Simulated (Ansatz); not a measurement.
Tuning the range parameter of LC-ωPBE so that −HOMO meets the ionisation energy; basis def2-TZVPD, Ansatz. System: Li11⁻ (the lowest singlet isomer of a short search). The state is a singlet with charge -1. Geometry: B3LYP/def2-SVPD. The ionised state is a doublet.

Geometry of the singlet:

```xyz
11

Li    0.744    1.831   -1.896
Li   -0.352   -0.044    2.490
Li   -1.416    0.480   -0.429
Li    2.507    1.156    2.844
Li    1.511   -0.090    0.358
Li   -1.947    1.157   -3.254
Li    0.097   -1.003   -2.308
Li    1.800   -2.001    2.647
Li   -2.703   -1.728   -1.984
Li    0.300    2.476    1.136
Li   -0.541   -2.234    0.395
```

The restricted singlet is unstable towards broken spin symmetry in Hartree–Fock (as tested in another run); at LC-ωPBE (ω = 0.10 bohr⁻¹)/def2-TZVPD, LC-ωPBE (ω = 0.15 bohr⁻¹)/def2-TZVPD, LC-ωPBE (ω = 0.20 bohr⁻¹)/def2-TZVPD, LC-ωPBE (ω = 0.30 bohr⁻¹)/def2-TZVPD this wasn't settled. At LC-ωPBE (ω = 0.15 bohr⁻¹)/def2-TZVPD, LC-ωPBE (ω = 0.20 bohr⁻¹)/def2-TZVPD, LC-ωPBE (ω = 0.30 bohr⁻¹)/def2-TZVPD the charge 0 doublet is spin-contaminated (final ⟨S²⟩ up to 1.02, 0.75 for a pure state). The structure comes from a short search, and lower isomers may exist.

```tsv
ω (1/bohr)	HOMO (eV)	LUMO (eV)	vertical IE (eV)	HOMO + IE (eV)
0.1	-1.12	1.58	1.21	0.09
0.2	-1.43	1.93	1.10	-0.33
0.3	-1.51	2.01	1.03	-0.48
```

(1) Estimate the row for 0.15 bohr⁻¹.

(2) Where does the tuning condition hold?

## Answers

(1) 
| ω (1/bohr) | HOMO (eV) | LUMO (eV) | vertical IE (eV) | HOMO + IE (eV) |
| --- | --- | --- | --- | --- |
| 0.15 | -1.33 | 1.81 | 1.15 | -0.18 |

(2) Near ω = 0.12 bohr⁻¹, by linear interpolation.
